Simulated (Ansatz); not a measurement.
Consider the redistribution: `C[CH2][AlH2]` + `C[CH]([GeH3])Br` → `C[CH2][AlH][Br]` + `C[CH2][GeH3]`.

Isolated molecules relaxed with PBE0-D4/def2-TZVP in Ansatz; ΔE leaves out vibrations. CBS: MP2 limit from def2 TZ/QZ plus the TZ coupled-cluster correction, frozen cores. Functionals use def2-TZVPP. For Br, Ge outer-core shells are correlated without core-valence functions, which leaves a few kJ/mol of doubt a bond. Scalar relativity is left out up to krypton. One conformer a species, not always the lowest.

| level | ΔE (kJ/mol) |
| --- | --- |
| PBE0-D4 | -229.0 |
| ωB97X-V | -225.8 |

(1) What does CCSD(T)/CBS give? (An estimate is asked.)

Largest T1 diagnostic among the species: 0.010.

Answers

(1) Ansatz gave: -227.0 kJ/mol. The listed levels differ from it by -2.0, 1.2 kJ/mol.

The D4 term adds +4.4 kJ/mol with B3LYP and +2.0 kJ/mol with PBE0; it sums over pairs of atoms, weighted by their polarisabilities, and B3LYP, whose exchange is more repulsive, gets the larger term. From PBE to PBE0 (25 % exact exchange), in def2-TZVPP and without D4, ΔE moves by −7.6 kJ/mol.

B3LYP here is the variant with VWN-RPA as its local correlation; programs differ in this.
